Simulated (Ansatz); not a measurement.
Computed with Ansatz.

Basis-set series for Al$_{2}$H$_{8}$OSi$_{2}$, SMILES `[AlH2][SiH2][O][AlH][SiH3]`. The species carries charge 0 and has multiplicity 1. Geometry: relaxed with PBE0-D4/def2-TZVP. It is one conformer, not always the lowest.

```json
{"functional": "PBE0-D4", "basis": "def2-SVP", "functions": "126", "energy (Eh)": "-1142.99905", "HOMO (eV)": "-7.22", "LUMO (eV)": "-1.17"}
{"functional": "PBE0-D4", "basis": "def2-QZVPP", "functions": "577", "energy (Eh)": "-1143.51387", "HOMO (eV)": "-7.20", "LUMO (eV)": "-1.30"}
{"functional": "ωB97M-V", "basis": "def2-SVP", "functions": "126", "energy (Eh)": "-1143.42385", "HOMO (eV)": "-9.17", "LUMO (eV)": "0.60"}
{"functional": "ωB97M-V", "basis": "def2-QZVPP", "functions": "577", "energy (Eh)": "-1143.93967", "HOMO (eV)": "-9.18", "LUMO (eV)": "0.34"}
```

Task: Give the rows for def2-TZVPP. (An estimate is asked.)

Result: The calculation gave: 
```csv
functional,basis,functions,energy (Eh),HOMO (eV),LUMO (eV)
PBE0-D4,def2-TZVPP,311,-1143.47456,-7.19,-1.27
ωB97M-V,def2-TZVPP,311,-1143.90224,-9.17,0.46
```

Positive LUMOs are unbound and depend on the basis.
